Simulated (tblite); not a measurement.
Compound: C₅H₄F₂.
Numbering: `[CH2:1]=[C:2]=[C:3]=[CH:4][CH:5]([F:6])[F:7]` (hydrogens: H8, H9 on C1; H10 on C4; H11 on C5)

Computed with GFN2-xTB (tblite), gas phase: Langevin dynamics at 300 K from the optimised GFN2-xTB geometry, time step 0.5 fs, friction 0.01 fs⁻¹, 2000 steps. Over the second half of the run the saved frames average 316 K.

The optimised geometry, where the run starts:
```
atom  x, y, z in Å
C1      2.820   -0.236   -0.200
C2      1.552   -0.169    0.105
C3      0.332   -0.100    0.408
C4     -0.943   -0.020    0.702
C5     -1.992    0.226   -0.337
F6     -2.989   -0.693   -0.244
F7     -2.592    1.434   -0.143
H8      3.574   -0.401    0.552
H9      3.156   -0.129   -1.219
H10    -1.306   -0.114    1.716
H11    -1.606    0.206   -1.367
```

t = 25 fs, T = 165 K, E(pot) 0.238 eV above the start
```
atom  x, y, z in Å  |  force x, y, z in eV/Å
C1      2.752   -0.359   -0.247    1.771   0.403  -1.226
C2      1.531   -0.238    0.120   -2.451   0.840   0.477
C3      0.329   -0.018    0.470    0.467  -0.639  -0.493
C4     -0.952    0.030    0.761    0.118  -0.060   0.613
C5     -1.983    0.273   -0.292   -0.450  -0.287   0.086
F6     -2.951   -0.737   -0.274    1.039   0.537  -0.279
F7     -2.737    1.393   -0.137    0.325   0.087   0.163
H8      3.465   -0.665    0.496    0.430  -0.071  -0.173
H9      3.100   -0.062   -1.275   -0.361  -0.632   1.196
H10    -1.250   -0.150    1.792   -0.254   0.096  -0.287
H11    -1.447    0.352   -1.259   -0.635  -0.274  -0.077
```

t = 175 fs, T = 185 K, E(pot) 0.437 eV above the start
```
atom  x, y, z in Å  |  force x, y, z in eV/Å
C1      2.503   -1.251    0.142    1.101  -0.324  -2.244
C2      1.302   -0.771    0.186    0.578  -0.175   0.325
C3      0.141   -0.374    0.388   -0.886   0.176   0.530
C4     -1.086   -0.074    0.693   -0.748   0.678   0.220
C5     -2.156    0.262   -0.281    1.010   2.555  -1.339
F6     -2.834   -0.807   -0.518   -1.934  -2.193  -0.536
F7     -3.018    1.199    0.267    0.301  -0.414  -0.192
H8      3.093   -1.398    1.026    0.082  -0.232  -0.075
H9      2.939   -1.459   -0.901   -0.301   0.297   1.782
H10    -1.569   -0.072    1.669    0.785  -0.049   0.192
H11    -1.860    0.686   -1.321    0.013  -0.318   1.336
```

t = 250 fs, T = 274 K, E(pot) 0.224 eV above the start
```
atom  x, y, z in Å  |  force x, y, z in eV/Å
C1      2.384   -1.517   -0.185   -0.042   0.273  -0.253
C2      1.244   -0.930    0.096    0.965  -0.625  -0.319
C3      0.091   -0.509    0.345    0.584  -0.180  -0.611
C4     -1.112   -0.174    0.672   -0.296   0.124   0.753
C5     -2.274    0.190   -0.175    0.847  -0.559   0.003
F6     -3.091   -0.887   -0.252   -0.941  -0.120   0.420
F7     -2.859    1.229    0.445   -0.827   0.116  -0.340
H8      3.098   -1.791    0.574   -0.096  -0.035   0.146
H9      2.715   -1.698   -1.206   -0.218   0.140   0.229
H10    -1.334   -0.164    1.724   -0.280   0.123   0.373
H11    -2.062    0.381   -1.220    0.304   0.744  -0.403
```

t = 625 fs, T = 306 K, E(pot) 0.363 eV above the start
```
atom  x, y, z in Å  |  force x, y, z in eV/Å
C1      2.828   -1.657   -0.785   -0.603  -0.209   1.091
C2      1.758   -1.359   -0.051   -0.728   0.312  -0.628
C3      0.603   -1.004    0.405    1.488  -0.206   0.251
C4     -0.381   -0.594    1.195   -0.548  -1.085  -3.938
C5     -1.797   -0.423    0.615    0.030  -0.175   1.400
F6     -2.618   -1.518    0.830    0.641   0.224   0.065
F7     -2.353    0.559    1.375   -0.332   0.185  -0.253
H8      3.753   -1.929   -0.258   -0.395   0.393  -0.316
H9      2.852   -1.787   -1.866   -0.281   0.074   0.436
H10    -0.314   -0.366    2.187    0.264   0.278   2.228
H11    -1.955   -0.186   -0.433    0.463   0.209  -0.336
```

t = 775 fs, T = 551 K, E(pot) 0.297 eV above the start
```
atom  x, y, z in Å  |  force x, y, z in eV/Å
C1      2.487   -1.564   -0.800   -2.122   0.802   1.036
C2      1.360   -1.120   -0.243    0.613  -0.236   0.104
C3      0.430   -0.783    0.549   -0.547   0.049   0.022
C4     -0.697   -0.466    1.198    2.009  -0.359   0.958
C5     -1.895   -0.149    0.412   -1.280   1.005  -0.431
F6     -2.877   -1.054    0.633   -0.141  -0.166   0.071
F7     -2.526    1.088    0.720    0.928  -1.119  -0.157
H8      3.259   -1.853   -0.148    0.886  -0.310   0.404
H9      2.594   -1.655   -1.840    0.152  -0.046  -0.899
H10    -0.658   -0.522    2.338   -0.498   0.262  -1.722
H11    -1.709   -0.139   -0.694   -0.001   0.119   0.616
```

t = 1000 fs
```
atom  x, y, z in Å
C1      2.214   -1.810   -0.842
C2      1.101   -1.431   -0.226
C3      0.138   -0.863    0.393
C4     -0.932   -0.239    0.833
C5     -1.933    0.319   -0.113
F6     -2.954   -0.488   -0.328
F7     -2.375    1.552    0.270
H8      3.115   -1.991   -0.321
H9      1.957   -1.967   -1.906
H10    -0.941    0.269    1.789
H11    -1.450    0.500   -1.097
```

Question: Estimate the potential energy and the forces of this last frame.

Answer: 0.448 eV above the start.

```csv
atom,Fx (eV/Å),Fy (eV/Å),Fz (eV/Å)
C1,-2.729,0.354,-0.507
C2,-0.155,0.622,0.842
C3,0.971,-0.756,-0.678
C4,0.771,0.853,0.412
C5,1.132,0.745,-1.043
F6,-1.319,-0.492,0.055
F7,-0.280,-0.391,0.318
H8,0.570,-0.226,-0.112
H9,1.199,-0.125,0.558
H10,-0.075,-0.492,0.254
H11,-0.084,-0.091,-0.099
```

The bond farthest from its length at the start is C5–F6 (1.319 against 1.359 Å), and half the difference of its two atoms' forces along it is +1.24 eV/Å (positive lengthens). The largest atomic force is 2.80 eV/Å.

The cost below is that of the whole dynamics run. The run took 22 s wall on Intel Xeon at 2.50 GHz, one thread, no GPU, shared host with 64 logical CPUs at a one-minute load of 60, and the process peaked at 0.18 GiB of memory.
